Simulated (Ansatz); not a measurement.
Geometry optimisation of BFH$_{4}$SeSi, SMILES `B[Se][SiH2]F`.

```yaml
crystal:
  periodic: [false, false, false]
  atoms:
    - {symbol: B, position_ang: [-0.997863, -0.057383, -1.519938]}
    - {symbol: Se, position_ang: [0.204065, -1.310373, -0.691152]}
    - {symbol: Si, position_ang: [0.826442, -0.009108, 1.105324]}
    - {symbol: F, position_ang: [-0.104707, -0.360009, 2.407079]}
    - {symbol: H, position_ang: [-1.536033, -0.436464, -2.537257]}
    - {symbol: H, position_ang: [-1.185888, 1.041448, -1.044963]}
    - {symbol: H, position_ang: [0.645526, 1.438532, 0.770677]}
    - {symbol: H, position_ang: [2.240558, -0.363543, 1.454431]}
basis:
  gaussian: {orbitals: def2-TZVP}
hamiltonian: {xc: pbe0, dispersion: d4}
relax: {f_tol: 0.005, max_steps: 150}
```

```sh
$ ansatz run in.yaml --threads 4 --pin off --events-out ev --progress --plain --max-ram 10444MiB
```

It prints (some lines left out):

```
Functional definition: PBE0
mean field -76674.97074441 eV, -2817.7532026953 hartree, gradient 1.7e-5 eV, S^2 0.000000; 0 other end points of the search recorded, 0 dependent functions left out
relax step   1: F+E_penalty+E_count = -76675.12327165 eV  Δ(F+E_penalty+E_count) = +0.000e0 eV  max|allowed force component| = 1.030e0 eV/Å  Δτ_max = 0.0000 Å  (29 SCF iters, accepted)
mean field -76675.01077185 eV, -2817.7546736766 hartree, gradient 1.7e-5 eV, S^2 0.000000; 0 other end points of the search recorded, 0 dependent functions left out
relax step   2: F+E_penalty+E_count = -76675.16390942 eV  Δ(F+E_penalty+E_count) = -4.064e-2 eV  max|allowed force component| = 5.933e-1 eV/Å  Δτ_max = 0.0444 Å  (31 SCF iters, accepted)
mean field -76675.01967534 eV, -2817.7550008738 hartree, gradient 1.7e-5 eV, S^2 0.000000; 0 other end points of the search recorded, 0 dependent functions left out
relax step   3: F+E_penalty+E_count = -76675.17317491 eV  Δ(F+E_penalty+E_count) = -9.265e-3 eV  max|allowed force component| = 2.314e-1 eV/Å  Δτ_max = 0.0350 Å  (31 SCF iters, accepted)
mean field -76675.02215637 eV, -2817.7550920499 hartree, gradient 1.8e-5 eV, S^2 0.000000; 0 other end points of the search recorded, 0 dependent functions left out
relax step   4: F+E_penalty+E_count = -76675.17555924 eV  Δ(F+E_penalty+E_count) = -2.384e-3 eV  max|allowed force component| = 5.010e-2 eV/Å  Δτ_max = 0.0183 Å  (31 SCF iters, accepted)
mean field -76675.02246423 eV, -2817.7551033636 hartree, gradient 1.8e-5 eV, S^2 0.000000; 0 other end points of the search recorded, 0 dependent functions left out
relax step   5: F+E_penalty+E_count = -76675.17585923 eV  Δ(F+E_penalty+E_count) = -3.000e-4 eV  max|allowed force component| = 1.351e-2 eV/Å  Δτ_max = 0.0048 Å  (33 SCF iters, accepted)
mean field -76675.02254241 eV, -2817.7551062367 hartree, gradient 1.8e-5 eV, S^2 0.000000; 0 other end points of the search recorded, 0 dependent functions left out
relax step   6: F+E_penalty+E_count = -76675.17592393 eV  Δ(F+E_penalty+E_count) = -6.469e-5 eV  max|allowed force component| = 9.250e-3 eV/Å  Δτ_max = 0.0081 Å  (32 SCF iters, accepted)
mean field -76675.02257896 eV, -2817.7551075797 hartree, gradient 1.8e-5 eV, S^2 0.000000; 0 other end points of the search recorded, 0 dependent functions left out
relax step   7: F+E_penalty+E_count = -76675.17599879 eV  Δ(F+E_penalty+E_count) = -7.486e-5 eV  max|allowed force component| = 1.033e-2 eV/Å  Δτ_max = 0.0075 Å  (32 SCF iters, accepted)
mean field -76675.02264344 eV, -2817.7551099496 hartree, gradient 1.8e-5 eV, S^2 0.000000; 0 other end points of the search recorded, 0 dependent functions left out
relax step   8: F+E_penalty+E_count = -76675.17609107 eV  Δ(F+E_penalty+E_count) = -9.229e-5 eV  max|allowed force component| = 1.038e-2 eV/Å  Δτ_max = 0.0084 Å  (32 SCF iters, accepted)
mean field -76675.02284236 eV, -2817.7551172594 hartree, gradient 2.3e-5 eV, S^2 0.000000; 0 other end points of the search recorded, 0 dependent functions left out
relax step   9: F+E_penalty+E_count = -76675.17650939 eV  Δ(F+E_penalty+E_count) = -4.183e-4 eV  max|allowed force component| = 1.662e-2 eV/Å  Δτ_max = 0.0537 Å  (30 SCF iters, accepted)
mean field -76675.02240122 eV, -2817.7551010479 hartree, gradient 2.2e-5 eV, S^2 0.000000; 0 other end points of the search recorded, 0 dependent functions left out
relax step  10: F+E_penalty+E_count = -76675.17636495 eV  Δ(F+E_penalty+E_count) = +1.444e-4 eV  max|allowed force component| = 4.370e-2 eV/Å  Δτ_max = 0.0494 Å  (30 SCF iters, rejected (line search))
mean field -76675.02287232 eV, -2817.7551183607 hartree, gradient 1.8e-5 eV, S^2 0.000000; 0 other end points of the search recorded, 0 dependent functions left out
relax step  11: F+E_penalty+E_count = -76675.17664889 eV  Δ(F+E_penalty+E_count) = -1.395e-4 eV  max|allowed force component| = 1.516e-2 eV/Å  Δτ_max = 0.0243 Å  (31 SCF iters, accepted)
mean field -76675.02275204 eV, -2817.7551139404 hartree, gradient 1.8e-5 eV, S^2 0.000000; 0 other end points of the search recorded, 0 dependent functions left out
relax step  12: F+E_penalty+E_count = -76675.17659531 eV  Δ(F+E_penalty+E_count) = +5.358e-5 eV  max|allowed force component| = 2.764e-2 eV/Å  Δτ_max = 0.0146 Å  (32 SCF iters, rejected (line search))
mean field -76675.02286176 eV, -2817.7551179725 hartree, gradient 1.8e-5 eV, S^2 0.000000; 0 other end points of the search recorded, 0 dependent functions left out
relax step  13: F+E_penalty+E_count = -76675.17667394 eV  Δ(F+E_penalty+E_count) = -2.505e-5 eV  max|allowed force component| = 1.181e-2 eV/Å  Δτ_max = 0.0069 Å  (32 SCF iters, accepted)
mean field -76675.02283080 eV, -2817.7551168347 hartree, gradient 1.8e-5 eV, S^2 0.000000; 0 other end points of the search recorded, 0 dependent functions left out
relax step  14: F+E_penalty+E_count = -76675.17668472 eV  Δ(F+E_penalty+E_count) = -1.078e-5 eV  max|allowed force component| = 1.055e-2 eV/Å  Δτ_max = 0.0094 Å  (32 SCF iters, accepted)
mean field -76675.02282838 eV, -2817.7551167459 hartree, gradient 1.8e-5 eV, S^2 0.000000; 0 other end points of the search recorded, 0 dependent functions left out
relax step  15: F+E_penalty+E_count = -76675.17668688 eV  Δ(F+E_penalty+E_count) = -2.158e-6 eV  max|allowed force component| = 8.201e-3 eV/Å  Δτ_max = 0.0006 Å  (34 SCF iters, accepted)
mean field -76675.02283025 eV, -2817.7551168147 hartree, gradient 1.8e-5 eV, S^2 0.000000; 0 other end points of the search recorded, 0 dependent functions left out
relax step  16: F+E_penalty+E_count = -76675.17668881 eV  Δ(F+E_penalty+E_count) = -1.924e-6 eV  max|allowed force component| = 1.299e-3 eV/Å  Δτ_max = 0.0007 Å  (33 SCF iters, accepted)
mean field -76675.02283025 eV, -2817.7551168147 hartree, gradient 1.8e-5 eV, S^2 0.000000; 1 other end points of the search recorded, 0 dependent functions left out
Total energy: -76675.17672080 eV, -2817.7607721879 hartree
Atom 0 at    -1.005917    -0.067787    -1.483091 Å, force     0.000034     0.000450     0.000417 eV/Å
Atom 1 at     0.289132    -1.266149    -0.738060 Å, force     0.000530     0.000965     0.001030 eV/Å
Atom 2 at     0.837623    -0.005526     1.075378 Å, force    -0.000561    -0.000624    -0.001299 eV/Å
Atom 3 at    -0.170354    -0.303657     2.277268 Å, force    -0.000283     0.000063     0.000306 eV/Å
Atom 4 at    -1.546232    -0.425741    -2.481757 Å, force     0.000250    -0.000100     0.000210 eV/Å
Atom 5 at    -1.238650     0.978437    -0.963812 Å, force    -0.000216    -0.000178    -0.000289 eV/Å
Atom 6 at     0.732643     1.429553     0.737583 Å, force     0.000060    -0.000483    -0.000188 eV/Å
Atom 7 at     2.193855    -0.396030     1.520692 Å, force     0.000186    -0.000093    -0.000187 eV/Å
Dipole moment:     0.180323     0.118233    -0.088909 e Å
```

Hardware: 4 threads of an INTEL XEON PLATINUM 8581C on a shared host. Wall time 23 s, peak host memory 0.45 GiB.
